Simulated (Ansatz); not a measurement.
Reaction (redistribution): `C[O][SnH2][F]` + `[NH2][AlH2]` → `[NH2][SnH2][F]` + `C[O][AlH2]`

Calculated with Ansatz (gas phase, PBE0-D4/def2-TZVP geometries, no zero-point term in ΔE). CCSD(T)/CBS adds triple-zeta CCSD(T) − MP2 to the extrapolated MP2 energy (def2 sets, frozen cores). This one scheme is used for every species. Functionals use def2-TZVPP. Elements past krypton have def2 core potentials. For Sn outer-core shells are correlated without core-valence functions, which leaves a few kJ/mol of doubt a bond. One conformer a species, not always the lowest.

`C[O][SnH2][F]`:

Cartesian coordinates in Å:
```
C 0.747 1.042 0.719
O 0.571 0.488 -0.564
Sn -0.745 -0.912 -0.867
F -0.143 -2.404 0.185
H 1.420 1.900 0.628
H -0.194 1.401 1.157
H 1.199 0.327 1.416
H -2.242 -0.482 -0.180
H -0.613 -1.359 -2.493
```

`[NH2][AlH2]`:

Cartesian coordinates in Å:
```
N 0.541 0.001 -0.766
Al -0.478 -0.001 0.676
H 0.557 -0.728 -1.461
H 1.191 0.731 -1.012
H -1.442 -1.237 0.901
H -0.369 1.234 1.661
```

`[NH2][SnH2][F]`:

Cartesian coordinates in Å:
```
N 1.147 -0.593 0.002
Sn -0.739 0.072 0.116
F -0.814 1.884 -0.555
H 1.517 -0.658 -0.936
H 1.810 -0.085 0.572
H -1.200 0.199 1.744
H -1.721 -0.818 -0.944
```

`C[O][AlH2]`:

Cartesian coordinates in Å:
```
C 0.905 -0.373 0.796
O 0.453 0.296 -0.345
Al -1.061 0.515 -1.053
H 1.642 -1.134 0.518
H 0.093 -0.869 1.344
H 1.392 0.333 1.477
H -2.329 -0.137 -0.360
H -1.095 1.370 -2.378
```

```json
{"species": "`C[O][SnH2][F]`", "ωB97M-V energy (Eh)": "-430.46865"}
{"species": "`[NH2][AlH2]`", "ωB97M-V energy (Eh)": "-299.59197"}
{"species": "`[NH2][SnH2][F]`", "ωB97M-V energy (Eh)": "-371.29565"}
{"species": "`C[O][AlH2]`", "ωB97M-V energy (Eh)": "-358.77324"}
```

Task: Work out ΔE.

Result: ΔE = (-371.29565) + (-358.77324) − (-430.46865) − (-299.59197) = -0.00827 Eh = -21.7 kJ/mol. CCSD(T)/CBS gives -18.6 kJ/mol.

Largest T1 diagnostic among the species: 0.014.
